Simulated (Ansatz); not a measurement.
`[OH][AlH][SiH3]` + HI → `[OH][AlH][I]` + SiH₄ at 600 K and 1 bar (cleavage of the Al–Si bond).

Isolated molecules relaxed with PBE0-D4/def2-TZVP in Ansatz; ΔE leaves out vibrations. CCSD(T)/CBS is the MP2 limit (def2-TZVPP, def2-QZVPP) plus CCSD(T) − MP2 in def2-TZVPP, frozen cores. This one scheme is used for every species. Elements past krypton have def2 core potentials. For I outer-core shells are correlated without core-valence functions, which leaves a few kJ/mol of doubt a bond. Each species was taken in one conformer, which may not be the lowest.

```
          species  CCSD(T)/CBS energy (Eh)  H − E (kJ/mol)  S (J/(mol·K))
`[OH][AlH][SiH3]`               -609.31389           171.3          410.2
               HI               -298.03592            31.6          227.0
   `[OH][AlH][I]`               -615.94705            95.5          363.7
             SiH₄               -291.46306           108.7          242.3
```

H − E and S are ideal-gas, rigid-rotor, harmonic terms from PBE0-D4/def2-TZVP, for one conformer and one mirror image of each species. 1 Eh = 2625.50 kJ/mol, R = 8.31446 J/(mol·K).

Question: By hand: ΔE, ΔH, ΔS and ΔG.

Answer: ΔE = (-615.94705) + (-291.46306) − (-609.31389) − (-298.03592) = -0.06030 Eh = -158.3 kJ/mol. Δ(H − E) = 95.5 + 108.7 − 171.3 − 31.6 = 1.3, so ΔH = -157.0 kJ/mol. ΔS = 363.7 + 242.3 − 410.2 − 227.0 = -31.2 J/(mol·K). ΔG = -157.0 − 600 × (-31.2)/1000 = -138.3 kJ/mol.

Question: By hand: the equilibrium constant, and the temperature at which ΔG would vanish if ΔH and ΔS stayed fixed.

Answer: log₁₀ K = −ΔG/(RT ln 10) = 12.0. ΔG = 0 at ΔH/ΔS = 5032 K, far beyond where these terms or the molecules hold.

ΔH outweighs TΔS. A doubt of 5 kJ/mol in ΔE shifts log₁₀ K by 0.4 here. Other conformers and mirror images would add mixing entropy, several J/(mol·K) or more a flexible species. Modes under 60 cm⁻¹, often nearly free rotors, make the harmonic entropy too high. These are equilibria of isolated gas molecules and say nothing of rates. Largest T1 diagnostic: 0.014 (customary marks: 0.02 for closed shells, 0.045 for open ones).
